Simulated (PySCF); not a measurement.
## Ag³⁺ (silver, charge +3) across methods

[Kr] 4d8, high-spin 3F determinant. All numbers are calculated (PySCF 2.14, a scalar-relativistic core potential, in aug-cc-pwCVTZ-PP with ECP28MDF (8s8p7d4f3g, 122 functions)).

| method | E (hartree) | mean ε 4p β (eV) | mean ε 4d α (eV) | mean ε 4d β (eV) | Σ⟨r²⟩ (bohr²) | ⟨S²⟩ |
| --- | --- | --- | --- | --- | --- | --- |
| PBE | -144.5522 | -97.406 | -44.324 | -42.939 | 23.49 | 2.001 |
| r2SCAN | -144.6127 | -98.872 | -44.799 | -43.278 | 23.31 | 2.002 |
| LDA | -144.2313 | -97.476 | -44.483 | -42.984 | 23.63 | 2.000 |
| BP86 | -144.6405 | -97.529 | -44.383 | -43.067 | 23.45 | 2.001 |
| M06-L | -144.6888 | -98.531 | -44.498 | -42.990 | 23.17 | 2.002 |
| PBE0 | -144.5595 | -101.30 | -46.667 | -45.141 | 23.38 | 2.001 |
| TPSSh | -144.5246 | -99.251 | -45.194 | -43.846 | 23.40 | 2.001 |
| UHF | -143.89105 | -111.69 | -52.656 | -50.653 | 23.20 | 2.004 |

Energies and moments cover only the electrons outside the core potential.
